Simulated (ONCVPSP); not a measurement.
**What the settings do to the ONCV potential of lutetium (Lu)**

Base potential:

* Element: lutetium
* Generator: ONCVPSP 4.0.1
* Type: optimised norm-conserving Vanderbilt (ONCV)
* Functional: PBEsol
* Relativity: scalar-relativistic
* Frozen core: [Kr] 4d10
* Valence charge: 25
* Reference configuration: 4f14 5s2 5p6 5d1 6s1 (charge +1)
* Partial waves: 5s+6s: rc 1.55 bohr, ncon 4, nbas 7, qcut 6.3 1/bohr, 3 projectors, debl 3 Ha; 5p: rc 1.60 bohr, ncon 4, nbas 8, qcut 10 1/bohr, 2 projectors, debl 0.3 Ha; 5d: rc 2.75 bohr, ncon 4, nbas 9, qcut 6.2 1/bohr, 2 projectors, debl 2.5 Ha; 4f: rc 1.00 bohr, ncon 4, nbas 9, qcut 18.7 1/bohr, 2 projectors, debl 1.7 Ha
* Local potential: polynomial inside 0.95 bohr (lpopt 5, dvloc0 4 Ha)
* Core correction: polynomial model core, fcfact 0.2

In the p channel the program set the typed energies aside and used -1.412, 0.250 Ha.

All-electron outer shells of the reference configuration (PBEsol, scalar-relativistic, ld1.x):

```json
{"shell": "4d", "level (eV)": "-198.50", "outermost node (bohr)": "0.23", "outermost maximum (bohr)": "0.48"}
{"shell": "5s", "level (eV)": "-67.83", "outermost node (bohr)": "0.57", "outermost maximum (bohr)": "1.04"}
{"shell": "5p", "level (eV)": "-38.42", "outermost node (bohr)": "0.61", "outermost maximum (bohr)": "1.19"}
{"shell": "4f", "level (eV)": "-16.38", "outermost node (bohr)": "–", "outermost maximum (bohr)": "0.47"}
{"shell": "6s", "level (eV)": "-10.23", "outermost node (bohr)": "1.41", "outermost maximum (bohr)": "2.93"}
{"shell": "5d", "level (eV)": "-7.90", "outermost node (bohr)": "0.68", "outermost maximum (bohr)": "1.80"}
```

Cutoffs, loose and tight: the cutoffs (Ha) at which the residual kinetic energy of the hardest occupied pseudo-wave falls to 1 and 0.1 mHa per electron. They do not see the model core or the augmentation charge, which bear on the density cutoff. Test errors are all-electron minus pseudo excitation energies from the reference, over the configurations 4f14 5s2 5p6 5d1 6s2; 4f14 5s2 5p6 5d1 6s0; 4f14 5s2 5p6 5d0 6s0; 4f13 5s2 5p6 5d0 6s0. A dash means not determined; rows that change the core or the reference have their own tests.

A true bound ghost makes a file unfit for plane-wave use even where its test errors are small: the radial tests pick states by their node count and pass the ghost by.

| change | outcome | cutoff, loose | cutoff, tight | bound ghosts | GHOST(+) flags above zero | largest test error (meV) |
| --- | --- | --- | --- | --- | --- | --- |
| base | generated, projector energies reset by the program | 141 Ha | 155 Ha | none | s, p, d | +30 |
| all radii but the core radius scaled by about 1.30 (s 2.02, p 2.08, d 3.56, f 1.30 bohr); local potential polynomial inside 1.24 bohr (lpopt 5, dvloc0 4 Ha) | generated, projector energies reset by the program | 118 Ha | 132 Ha | none | s | +351 |
| core correction polynomial model core, fcfact 0.16 | generated, projector energies reset by the program | 141 Ha | 155 Ha | none | s, p, d | +30 |
| s: qcut 7.2 | generated, projector energies reset by the program | 141 Ha | 155 Ha | none | s, p, d | +28 |
| f: rc 0.68; local potential polynomial inside 0.68 bohr (lpopt 5, dvloc0 4 Ha) | generated, projector energies reset by the program | 688 Ha | 805 Ha | s, p | none | -10 |
| f: qcut 18.8 | generated, projector energies reset by the program | 142 Ha | 156 Ha | none | s, p, d | +29 |

Q: What comes out with this change to the base: core [Kr] 4d10 5s2, valence charge 23; reference 4f14 5p6 5d1.5 6s1.5; waves now 6s: rc 3.20 bohr, ncon 4, nbas 8, qcut 2.5 1/bohr, 3 projectors, debl 2.7 Ha; 5p: rc 2.15 bohr, ncon 5, nbas 8, qcut 6.6 1/bohr, 3 projectors, debl 3 Ha; 5d: rc 3.45 bohr, ncon 4, nbas 9, qcut 3.9 1/bohr, 2 projectors, debl 1.7 Ha; 4f: rc 1.05 bohr, ncon 3, nbas 8, qcut 17.1 1/bohr, 2 projectors, debl 1 Ha; local potential polynomial inside 0.95 bohr (lpopt 3, dvloc0 4 Ha)?

A: outcome: generated; cutoff, loose: 121 Ha; cutoff, tight: 131 Ha; bound ghosts: s; GHOST(+) flags above zero: s, p, d; largest test error (meV): +6.9 over the solved tests; 2 of 4 tests not solved or not reliable.
